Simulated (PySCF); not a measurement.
PySCF input file for C₂H₇O, SMILES [OH2+]CC, charge +1, B3LYP-D3(BJ)/def2-TZVP. Geometry: B3LYP-D3(BJ)/def2-TZVP. The isomer is the one that the SMILES or the coordinates give; other isomers of the formula were not compared.

```python
import numpy as np
from pyscf import gto, scf, dft
from pyscf.hessian import thermo

mol = gto.M(
    atom='''
    C    -0.30401898    1.26216068    0.00000000
    C     0.62200238    0.08944277   -0.00000000
    O    -0.17373397   -1.25654312    0.00000000
    H     0.31988240    2.16060646   -0.00000000
    H    -0.92690313    1.30024342   -0.89438235
    H    -0.92690312    1.30024343    0.89438234
    H     1.23033365   -0.02422304    0.89256071
    H     1.23033365   -0.02422305   -0.89256070
    H    -0.72238602   -1.38496148   -0.79675261
    H    -0.72238603   -1.38496147    0.79675261
    ''',
    basis='def2-TZVP',
    charge=1,
    spin=0,
    max_memory=1600,
    verbose=3,
)
mf = dft.RKS(mol, xc='b3lyp').density_fit(auxbasis='def2-universal-jkfit')
mf.disp = 'd3bj'
mf.grids.level = 3
mf.conv_tol = 1e-11
mf.max_cycle = 100
mf.kernel()

# [left out here: the lines that compute and print the analytic Hessian (its translational invariance restored by hand, since the grid's response is missing), thermochemistry and intensities]
```

Output:

```
converged SCF energy = -155.424734473096

WARN: DFTD3 does not support analytical Hessian, using finite difference


WARN: Mole.unit (angstrom) is changed to Bohr

Mode                                 0                   1                   2
Irrep
Freq [cm^-1]                      176.2354            263.9108            368.3306
Reduced mass [au]                   1.0520              1.1096              2.2040
Force const [Dyne/A]                0.0193              0.0455              0.1762
Char temp [K]                     253.5636            379.7088            529.9457
Normal mode                   x     y     z       x     y     z       x     y     z
       0   C                -0.00 -0.00  0.03   -0.00  0.00 -0.00   -0.03 -0.13 -0.00
       1   C                 0.00 -0.00 -0.03   -0.00 -0.00  0.07    0.10 -0.02  0.00
       2   O                -0.00  0.00  0.03   -0.00 -0.00 -0.05   -0.04  0.12 -0.00
       3   H                -0.00 -0.00 -0.05    0.00  0.00 -0.59   -0.25  0.02 -0.00
       4   H                -0.11 -0.02  0.11   -0.31 -0.33  0.20   -0.05 -0.28  0.00
       5   H                 0.11  0.02  0.11    0.31  0.33  0.20   -0.05 -0.28 -0.00
       6   H                 0.06  0.00 -0.08   -0.07 -0.02  0.12    0.10 -0.02  0.00
       7   H                -0.06 -0.00 -0.08    0.07  0.02  0.12    0.10 -0.02 -0.00
       8   H                 0.50 -0.35 -0.25   -0.02  0.11 -0.05   -0.09  0.27  0.01
       9   H                -0.50  0.35 -0.25    0.02 -0.11 -0.05   -0.09  0.27 -0.01
Mode                                 3                   4                   5
Irrep
Freq [cm^-1]                      642.8189            711.9705            798.9403
Reduced mass [au]                   4.7371              1.2984              1.0670
Force const [Dyne/A]                1.1533              0.3878              0.4013
Char temp [K]                     924.8733           1024.3671           1149.4972
Normal mode                   x     y     z       x     y     z       x     y     z
       0   C                 0.01 -0.03 -0.00    0.02 -0.01 -0.00    0.00 -0.00 -0.02
       1   C                -0.12 -0.14  0.00    0.06  0.06  0.00   -0.00  0.00 -0.07
       2   O                 0.06  0.15  0.00   -0.08  0.05  0.00   -0.00  0.00 -0.00
       3   H                 0.14 -0.13  0.00   -0.14  0.10 -0.00    0.00 -0.00  0.13
       4   H                 0.01  0.05  0.00    0.01 -0.14  0.01   -0.25  0.23  0.17
       5   H                 0.01  0.05 -0.00    0.01 -0.14 -0.01    0.25 -0.23  0.17
       6   H                -0.06 -0.04 -0.03    0.03 -0.03  0.01   -0.43  0.12  0.25
       7   H                -0.06 -0.04  0.03    0.03 -0.03 -0.01    0.43 -0.12  0.25
       8   H                 0.18 -0.11 -0.04    0.18 -0.55 -0.07   -0.09 -0.19  0.09
       9   H                 0.18 -0.11  0.04    0.18 -0.55  0.07    0.09  0.19  0.09
Mode                                 6                   7                   8
Irrep
Freq [cm^-1]                      915.4543            950.8167           1118.7600
Reduced mass [au]                   1.0614              1.8912              2.1985
Force const [Dyne/A]                0.5241              1.0074              1.6212
Char temp [K]                    1317.1349           1368.0136           1609.6466
Normal mode                   x     y     z       x     y     z       x     y     z
       0   C                -0.00  0.00 -0.05   -0.01  0.16 -0.00    0.15 -0.03 -0.00
       1   C                 0.00 -0.00 -0.01    0.02 -0.13 -0.00   -0.14  0.07  0.00
       2   O                -0.00 -0.00  0.04    0.02 -0.01 -0.00    0.03 -0.02  0.00
       3   H                 0.00 -0.00  0.13   -0.40  0.41  0.00   -0.19  0.19  0.00
       4   H                -0.17  0.19  0.09   -0.11 -0.13  0.05    0.07 -0.35  0.04
       5   H                 0.17 -0.19  0.09   -0.11 -0.13 -0.05    0.07 -0.35 -0.04
       6   H                 0.06  0.29 -0.01    0.04 -0.22 -0.02   -0.17  0.06  0.01
       7   H                -0.06 -0.29 -0.01    0.04 -0.22  0.02   -0.17  0.06 -0.01
       8   H                 0.20  0.48 -0.17    0.01  0.03 -0.00   -0.04  0.05  0.03
       9   H                -0.20 -0.48 -0.17    0.01  0.03  0.00   -0.04  0.05 -0.03
Mode                                 9                  10                  11
Irrep
Freq [cm^-1]                     1224.3286           1315.3989           1382.1345
Reduced mass [au]                   1.5961              1.0845              1.1867
Force const [Dyne/A]                1.4096              1.1056              1.3356
Char temp [K]                    1761.5363           1892.5661           1988.5838
Normal mode                   x     y     z       x     y     z       x     y     z
       0   C                 0.00  0.00  0.11   -0.00 -0.00  0.05    0.04  0.02 -0.00
       1   C                -0.00 -0.00 -0.14    0.00  0.00  0.02    0.01 -0.10  0.00
       2   O                -0.00 -0.00  0.04    0.00  0.00 -0.05   -0.04 -0.02 -0.00
       3   H                -0.00  0.00 -0.25   -0.00  0.00 -0.01   -0.03  0.06  0.00
       4   H                 0.27 -0.17 -0.09    0.11 -0.13 -0.03   -0.13 -0.02  0.11
       5   H                -0.27  0.17 -0.09   -0.11  0.13 -0.03   -0.13 -0.02 -0.11
       6   H                -0.31  0.04  0.07    0.12  0.61  0.02    0.11  0.61  0.03
       7   H                 0.31 -0.04  0.07   -0.12 -0.61  0.02    0.11  0.61 -0.03
       8   H                 0.10  0.20 -0.05   -0.09 -0.18  0.03    0.03 -0.01 -0.05
       9   H                -0.10 -0.20 -0.05    0.09  0.18  0.03    0.03 -0.01  0.05
Mode                                12                  13                  14
Irrep
Freq [cm^-1]                     1420.9568           1477.0872           1493.0437
Reduced mass [au]                   1.1868              1.0378              1.1041
Force const [Dyne/A]                1.4118              1.3341              1.4501
Char temp [K]                    2044.4404           2125.1996           2148.1575
Normal mode                   x     y     z       x     y     z       x     y     z
       0   C                 0.05 -0.11 -0.00    0.00 -0.00 -0.04   -0.06  0.03 -0.00
       1   C                -0.01  0.00 -0.00   -0.00  0.00 -0.03    0.03 -0.05 -0.00
       2   O                 0.00  0.00  0.00   -0.00 -0.00  0.01   -0.00  0.00  0.00
       3   H                -0.54  0.31 -0.00   -0.00  0.00  0.66   -0.11  0.07  0.00
       4   H                 0.04  0.46  0.02   -0.11 -0.49  0.04    0.47 -0.07 -0.36
       5   H                 0.04  0.46 -0.02    0.11  0.49  0.04    0.47 -0.07  0.36
       6   H                -0.06  0.00  0.03   -0.07 -0.02  0.01   -0.19  0.15  0.17
       7   H                -0.06  0.00 -0.03    0.07  0.02  0.01   -0.19  0.15 -0.17
       8   H                 0.00 -0.01  0.00    0.01  0.04 -0.01   -0.00 -0.01  0.00
       9   H                 0.00 -0.01 -0.00   -0.01 -0.04 -0.01   -0.00 -0.01 -0.00
Mode                                15                  16                  17
Irrep
Freq [cm^-1]                     1501.4179           1663.8653           3040.2601
Reduced mass [au]                   1.0943              1.0779              1.0367
Force const [Dyne/A]                1.4534              1.7582              5.6458
Char temp [K]                    2160.2061           2393.9318           4374.2574
Normal mode                   x     y     z       x     y     z       x     y     z
       0   C                -0.02 -0.01  0.00    0.00 -0.00 -0.00    0.02 -0.05  0.00
       1   C                -0.08  0.01  0.00   -0.01  0.02  0.00   -0.00 -0.00 -0.00
       2   O                -0.01 -0.01 -0.00   -0.05 -0.04 -0.00    0.00  0.00 -0.00
       3   H                -0.10  0.05 -0.00   -0.00  0.00 -0.00    0.37  0.53  0.00
       4   H                 0.22 -0.00 -0.16    0.01 -0.01 -0.01   -0.29  0.01 -0.43
       5   H                 0.22 -0.00  0.16    0.01 -0.01  0.01   -0.29  0.01  0.43
       6   H                 0.49  0.01 -0.37   -0.05 -0.06  0.01    0.01 -0.00  0.01
       7   H                 0.49  0.01  0.37   -0.05 -0.06 -0.01    0.01 -0.00 -0.01
       8   H                 0.01  0.00 -0.02    0.49  0.26 -0.39   -0.00 -0.00 -0.00
       9   H                 0.01  0.00  0.02    0.49  0.26  0.39   -0.00 -0.00  0.00
Mode                                18                  19                  20
Irrep
Freq [cm^-1]                     3100.8727           3123.3218           3123.4296
Reduced mass [au]                   1.0972              1.0605              1.1067
Force const [Dyne/A]                6.2157              6.0951              6.3612
Char temp [K]                    4461.4655           4493.7647           4493.9198
Normal mode                   x     y     z       x     y     z       x     y     z
       0   C                 0.07  0.04  0.00    0.02  0.01 -0.00   -0.00 -0.00 -0.09
       1   C                -0.01  0.01 -0.00    0.06 -0.01  0.00   -0.00  0.00  0.02
       2   O                -0.00 -0.00  0.00   -0.00  0.00 -0.00    0.00 -0.00 -0.00
       3   H                -0.38 -0.57  0.00   -0.08 -0.13 -0.00    0.00  0.00 -0.02
       4   H                -0.24  0.02 -0.36   -0.07  0.01 -0.10    0.38 -0.02  0.54
       5   H                -0.24  0.02  0.36   -0.07  0.01  0.10   -0.38  0.02  0.54
       6   H                 0.09 -0.02  0.14   -0.36  0.07 -0.55   -0.06  0.01 -0.10
       7   H                 0.09 -0.02 -0.14   -0.36  0.07  0.55    0.07 -0.01 -0.10
       8   H                -0.00 -0.00 -0.00    0.00 -0.00  0.01    0.00  0.00  0.00
       9   H                -0.00 -0.00  0.00    0.00 -0.00 -0.01   -0.00 -0.00  0.00
Mode                                21                  22                  23
Irrep
Freq [cm^-1]                     3190.8507           3629.5344           3710.8652
Reduced mass [au]                   1.1161              1.0419              1.0889
Force const [Dyne/A]                6.6952              8.0866              8.8349
Char temp [K]                    4590.9238           5222.0918           5339.1088
Normal mode                   x     y     z       x     y     z       x     y     z
       0   C                -0.00 -0.00  0.02   -0.00 -0.00  0.00   -0.00  0.00  0.00
       1   C                -0.00  0.00  0.09    0.00  0.00  0.00   -0.00  0.00 -0.00
       2   O                 0.00  0.00 -0.00    0.04  0.01 -0.00   -0.00 -0.00 -0.07
       3   H                 0.00  0.00  0.00    0.00 -0.00  0.00   -0.00 -0.00 -0.00
       4   H                -0.07  0.01 -0.10    0.00  0.00  0.00   -0.00  0.00 -0.00
       5   H                 0.07 -0.01 -0.10    0.00  0.00 -0.00    0.00 -0.00 -0.00
       6   H                -0.36  0.08 -0.54   -0.01 -0.00 -0.01    0.01  0.00  0.01
       7   H                 0.36 -0.08 -0.54   -0.01 -0.00  0.01   -0.01 -0.00  0.01
       8   H                 0.00 -0.01  0.01   -0.36 -0.10 -0.58    0.38  0.08  0.55
       9   H                -0.00  0.01  0.01   -0.36 -0.10  0.58   -0.38 -0.08  0.55
temperature 298.1500 [K]
pressure 101325.00 [Pa]
Rotational constants [GHz] 30.31538 8.29920 7.37042
Symmetry number 1
Zero-point energy (ZPE) 0.09191 [Eh]   241314.327 [J/mol]
                           tot       elec      trans        rot        vib
Entropy [J/mol/K]       278.510      0.000    156.784     94.878     26.848
Cv [J/mol/K]             64.873      0.000     12.472     12.472     39.930
Cp [J/mol/K]             73.187      0.000     20.786     12.472     39.930
Internal energy [J/mol]                      3718.434   3718.434 246326.724
Internal energy [Eh]   -155.32808  -155.42473
Enthalpy [J/mol]                             6197.391   3718.434 246326.724
Enthalpy [Eh]          -155.32714
Gibbs free energy [J/mol]                  -40547.784 -24569.389 238321.897
Gibbs free energy [Eh] -155.35876
mode   freq/cm-1   IR/(km/mol)
   1      176.24        58.685
   2      263.91         0.000
   3      368.33        11.720
   4      642.82       200.168
   5      711.97       182.641
   6      798.94         5.121
   7      915.45         0.290
   8      950.82        30.340
   9     1118.76        20.409
  10     1224.33         3.748
  11     1315.40         4.932
  12     1382.13        13.656
  13     1420.96        17.881
  14     1477.09        16.008
  15     1493.04         1.516
  16     1501.42        12.121
  17     1663.87       108.738
  18     3040.26         6.392
  19     3100.87         2.037
  20     3123.32         0.699
  21     3123.43         2.017
  22     3190.85         0.529
  23     3629.53       159.291
  24     3710.87       255.500
max |gradient| / (hartree/bohr): 4.368833315715943e-05
APT charges: [-0.0817  0.6006 -0.5376  0.089   0.0408  0.0408  0.049   0.049   0.375
  0.375 ]
```

The run converged.
